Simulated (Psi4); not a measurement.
Level of theory: SAPT0/jun-cc-pVDZ, frozen core run with Psi4.

Psi4 input:

```
molecule {
0 1
Br 0.71241346 0.00000000 -0.00000000
H -0.71241346 -0.00000000 0.00000000
--
0 1
B 1.09717906 1.74371379 3.54480675
H 0.21395008 0.96621706 3.71757538
H 1.54063305 2.35388678 4.46430492
H 1.53647456 1.91156683 2.45243104
units angstrom
symmetry c1
no_reorient
no_com
}
set basis jun-cc-pvdz
set scf_type df
set freeze_core true
energy('sapt0')
```

Part of the output:

```
    SAPT Results
  --------------------------------------------------------------------------------------------------------
    Electrostatics                 -0.64238783 [mEh]      -0.40310445 [kcal/mol]      -1.68658902 [kJ/mol]
      Elst10,r                     -0.64238783 [mEh]      -0.40310445 [kcal/mol]      -1.68658902 [kJ/mol]

    Exchange                        2.79311237 [mEh]       1.75270448 [kcal/mol]       7.33331552 [kJ/mol]
      Exch10                        2.79311237 [mEh]       1.75270448 [kcal/mol]       7.33331552 [kJ/mol]
      Exch10(S^2)                   2.78459770 [mEh]       1.74736144 [kcal/mol]       7.31096025 [kJ/mol]

    Induction                      -0.20732882 [mEh]      -0.13010080 [kcal/mol]      -0.54434175 [kJ/mol]
      Ind20,r                      -0.89396717 [mEh]      -0.56097287 [kcal/mol]      -2.34711048 [kJ/mol]
      Exch-Ind20,r                  0.84834592 [mEh]       0.53234510 [kcal/mol]       2.22733190 [kJ/mol]
      delta HF,r (2)               -0.16170757 [mEh]      -0.10147303 [kcal/mol]      -0.42456317 [kJ/mol]

    Dispersion                     -1.04965688 [mEh]      -0.65866964 [kcal/mol]      -2.75587376 [kJ/mol]
      Disp20                       -1.19655957 [mEh]      -0.75085247 [kcal/mol]      -3.14156672 [kJ/mol]
      Exch-Disp20                   0.14690269 [mEh]       0.09218283 [kcal/mol]       0.38569295 [kJ/mol]
      Disp20 (SS)                  -0.59827978 [mEh]      -0.37542623 [kcal/mol]      -1.57078336 [kJ/mol]
      Disp20 (OS)                  -0.59827978 [mEh]      -0.37542623 [kcal/mol]      -1.57078336 [kJ/mol]
      Exch-Disp20 (SS)              0.07895478 [mEh]       0.04954487 [kcal/mol]       0.20729575 [kJ/mol]
      Exch-Disp20 (OS)              0.06794791 [mEh]       0.04263796 [kcal/mol]       0.17839721 [kJ/mol]

  Total HF                          1.94339572 [mEh]       1.21949923 [kcal/mol]       5.10238476 [kJ/mol]
  Total SAPT0                       0.89373884 [mEh]       0.56082959 [kcal/mol]       2.34651100 [kJ/mol]
```
